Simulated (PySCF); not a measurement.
A TDDFT job was run through a driver script with this input:

```
{"job": {"kind": "uv", "xc": "PBE0", "basis": "def2-SVPD", "ip": true, "nstates": 15}, "charge": 0, "multiplicity": 1}
Ti    -0.208882    -1.095075     0.241759
O     -1.377364     0.098221     0.835332
O     -0.955698    -2.607098    -0.284097
O      1.021300    -1.390740     1.477373
S      0.756451    -0.115200    -1.623489
Si     0.644967     1.908047    -0.937583
H     -2.298904     0.289966     0.636265
H     -0.729892    -3.531288    -0.139062
H      1.350675    -0.864272     2.212047
H     -0.741884     2.455336    -1.034612
H      1.541312     2.724944    -1.809756
H      1.113379     2.044419     0.476823
```

Output:

```
coarse grid: 50552 points
cycle   1  E = -1765.0953455671  dE =  3.478e-01  |g| = 1.397e+00  |ddm| = 4.333e+00
cycle   2  E = -1757.8459626680  dE =  7.249e+00  |g| = 6.834e+00  |ddm| = 4.697e+00
cycle   3  E = -1765.3249874425  dE = -7.479e+00  |g| = 8.950e-01  |ddm| = 3.467e+00
cycle   4  E = -1765.4416118149  dE = -1.166e-01  |g| = 4.469e-01  |ddm| = 1.099e+00
cycle   5  E = -1765.4900173905  dE = -4.841e-02  |g| = 8.387e-02  |ddm| = 4.848e-01
cycle   6  E = -1765.4920147331  dE = -1.997e-03  |g| = 2.308e-02  |ddm| = 1.608e-01
cycle   7  E = -1765.4921519719  dE = -1.372e-04  |g| = 8.061e-03  |ddm| = 3.766e-02
cycle   8  E = -1765.4921681724  dE = -1.620e-05  |g| = 2.982e-03  |ddm| = 1.010e-02
cycle   9  E = -1765.4921698751  dE = -1.703e-06  |g| = 8.716e-04  |ddm| = 2.985e-03
final grid: 102784 points
cycle  10  E = -1765.4921889640  dE =  2.909e-07  |g| = 1.607e-03  |ddm| = 4.774e-03
cycle  11  E = -1765.4921865250  dE =  2.439e-06  |g| = 3.722e-03  |ddm| = 4.464e-03
cycle  12  E = -1765.4921894636  dE = -2.939e-06  |g| = 5.899e-04  |ddm| = 3.240e-03
cycle  13  E = -1765.4921895444  dE = -8.076e-08  |g| = 1.097e-04  |ddm| = 6.201e-04
cycle  14  E = -1765.4921895474  dE = -2.973e-09  |g| = 9.973e-06  |ddm| = 1.197e-04
cycle  15  E = -1765.4921895474  dE = -3.683e-11  |g| = 6.434e-06  |ddm| = 2.946e-05
converged SCF energy = -1765.4921895474

Static polarisability (au): isotropic 99.311, principal 85.215 91.838 120.879

Singlet excitations
state   eV       nm        f      main configurations
  1   3.7798    328.0   0.00059   H->L 0.99
  2   4.1644    297.7   0.02411   H->L+1 0.93
  3   4.5757    271.0   0.00139   H->L+2 0.98
  4   4.6087    269.0   0.00182   H-1->L 0.93
  5   4.7636    260.3   0.00030   H-1->L+1 0.94
  6   4.9294    251.5   0.00086   H->L+3 0.98
  7   5.1303    241.7   0.00321   H->L+4 0.90
  8   5.7499    215.6   0.01730   H-1->L+3 0.51, H-1->L+2 0.29, H-2->L 0.11
  9   5.7641    215.1   0.01140   H->L+5 0.89
 10   5.8428    212.2   0.00606   H-2->L 0.52, H-1->L+3 0.28
 11   5.9286    209.1   0.00499   H-1->L+4 0.83
 12   6.0086    206.3   0.00109   H-2->L+1 0.86
 13   6.0607    204.6   0.03084   H-4->L 0.49, H-3->L 0.19, H-1->L+2 0.10
 14   6.1368    202.0   0.04584   H-4->L 0.30, H-4->L+1 0.18, H-6->L 0.15
 15   6.1964    200.1   0.09640   H-4->L+1 0.14, H-1->L+2 0.13, H-5->L 0.10

Triplet excitations (Tamm-Dancoff, eV): 3.6694 3.7634 4.3026 4.3300
Vertical ionisation energy (delta-SCF) = 9.0144 eV
Vertical electron affinity (delta-SCF) = 0.3506 eV
```

Theory: TDDFT PBE0/def2-SVPD, vertical, gas phase, core orbitals frozen in the response (PySCF). Isolated species at its PBE0-D3(BJ)/def2-SVP geometry, gas phase.

Which orbital energies lie behind H and L?

HOMO -7.15 eV and LUMO -1.91 eV, a gap of 5.24 eV; state 1 differs from that by -1.46 eV.

Give the energy of state 5 in hartree, cm⁻¹ and kJ/mol.

0.17506 hartree, 38421 cm⁻¹, 459.6 kJ/mol.

What is the total energy of state 5 at this geometry?

-1765.49219 + 0.17506 = -1765.31713 hartree.

What is the gap between the lowest singlet and the lowest triplet?

3.7798 − 3.6694 = 0.1104 eV (full response against Tamm–Dancoff).

Give the mean polarisability in Å³.

99.31 au × 0.148185 = 14.72 Å³.

The SCF starts on a coarse grid; the energy jumps when the final grid takes over, and dE counts afresh there. H and L stand for HOMO and LUMO.
